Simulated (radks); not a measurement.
Question: Sn3+, 47 electrons, occupied as [Kr] 4d8 5s1 5p2 (not the ground configuration). Method: scalar-relativistic Kohn-Sham, BLYP, spin-polarised, spherical densities, point nucleus; open shells are filled with parallel spins first (spin-orbit coupling, left out, can overturn this in heavy ions); computed with a radial shooting solver on a logarithmic mesh with Libxc functionals. Some entries of the table are withheld. Estimate them.

orbital,occ.,eigenvalue (eV),<1/r> (bohr^-1)
1s up,1,-29065.88,53.09
1s down,1,-29065.73,53.09
2s up,1,-4428.722,12.11
2s down,1,-4428.075,12.12
2p up,3,-3980.810,11.65
2p down,3,-3980.263,11.65
3s up,1,-892.1481,4.302
3s down,1,-891.7342,4.302
3p up,3,-745.8686,4.096
3p down,3,-745.4035,4.096
3d up,5,-520.7631,3.867
3d down,5,-520.1254,3.867
4s up,1,-179.2898,1.715
4s down,1,-177.0095,1.716
4p up,3,-134.4319,1.566
4p down,3,-132.1285,1.567
4d up,5,-68.6912,1.285
4d down,3,-66.3184,1.288
5s up,1,(1),(2)
5s down,0,(3),(4)
5p up,2,-32.1433,0.5673
5p down,0,-29.5490,0.5569

Answer: 
(1) 5s up eigenvalue (eV): -42.6127
(2) 5s up <1/r> (bohr^-1): 0.6561
(3) 5s down eigenvalue (eV): -39.8547
(4) 5s down <1/r> (bohr^-1): 0.6535
